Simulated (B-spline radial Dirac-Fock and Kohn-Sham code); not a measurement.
# Photoelectron lines of Ta⁵⁺ at 11600 eV

System: Ta⁵⁺, [Xe] 4f14.

Calculated with a radial atomic solver, using the independent-particle Dirac-Slater model, thresholds from Dirac-Fock. The asymmetry parameter β is from the dipole term alone. Kinetic energies are from the vacuum level.

| subshell | electrons | binding (eV) | kinetic (eV) | σ (kb) | β |
| --- | --- | --- | --- | --- | --- |
| 2p1/2 | 2 | 11205.6 | 394.4 | 18.2 | 1.12 |
| 2p3/2 | 4 | 9949.8 | 1650.2 | 29.4 | 1.42 |
| 3s | 2 | 2783.3 | 8816.7 | 2.68 | 1.96 |
| 3p1/2 | 2 | 2540.5 | 9059.5 | 2.94 | 1.52 |
| 3p3/2 | 4 | 2266.6 | 9333.4 | 4.81 | 1.64 |
| 3d3/2 | 4 | 1862.0 | 9738.0 | 1.75 | 1.11 |
| 3d5/2 | 6 | 1803.6 | 9796.4 | 2.28 | 0.99 |
| 4s | 2 | 640.2 | 10959.8 | 0.681 | 1.96 |
| 4p1/2 | 2 | 539.7 | 11060.3 | 0.664 | 1.52 |
| 4p3/2 | 4 | 476.8 | 11123.2 | 1.06 | 1.64 |
| 4d3/2 | 4 | 311.3 | 11288.7 | 0.356 | 1.08 |
| 4d5/2 | 6 | 299.8 | 11300.2 | 0.459 | 0.95 |
| 4f5/2 | 6 | 92.65 | 11507.4 | 0.0186 | 0.60 |
| 4f7/2 | 8 | 90.76 | 11509.2 | 0.0225 | 0.58 |
| 5s | 2 | 142.1 | 11457.9 | 0.125 | 1.96 |
| 5p1/2 | 2 | 109.0 | 11491.0 | 0.104 | 1.52 |
| 5p3/2 | 4 | 99.46 | 11500.5 | 0.164 | 1.64 |

Branching ratios of the spin-orbit partners (statistical value in brackets): 2p 1.61 (2.00), 3p 1.64 (2.00), 3d 1.30 (1.50), 4p 1.60 (2.00), 4d 1.29 (1.50), 4f 1.21 (1.33), 5p 1.57 (2.00).

Run: 3.2 s of CPU time on 1 thread of Intel(R) Xeon(R) 6975P-C (shared host), peak memory 0.40 GiB.
